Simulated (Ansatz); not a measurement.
Basis-set extrapolation for AlBH$_{6}$OSi, SMILES `OB[SiH2][AlH2]` (PBE0-D4/def2-TZVP geometry, frozen core, Ansatz 0.2.0). Multiplicity 1, RHF reference.

```json
{"": "HF", "def2-TZVPP": "-633.965557", "def2-QZVPP": "-633.986272"}
{"": "MP2 correlation", "def2-TZVPP": "-0.545270", "def2-QZVPP": "-0.586181"}
{"": "CCSD(T) correlation", "def2-TZVPP": "-0.618358", "def2-QZVPP": "not run"}
```

Energies in hartree. Use E(X) = E(∞) + A·exp(−7.88·√X) for Hartree–Fock and E(X) = E(∞) + B·X^(−2.97) for correlation, with X = 3 and 4, and add CCSD(T) minus MP2 of the smaller set to the MP2 limit.

**Question.** What is the CCSD(T) energy at the basis-set limit?

**Answer.** HF limit: -633.986272 + (-0.020715) × 0.13774 = -633.98913. MP2 limit: -0.586181 + (-0.040911) × 0.74074 = -0.61649. Higher-order term: -0.618358 − (-0.545270) = -0.07309. Total: -634.67871 hartree, 248.9 kJ/mol below CCSD(T)/def2-TZVPP.
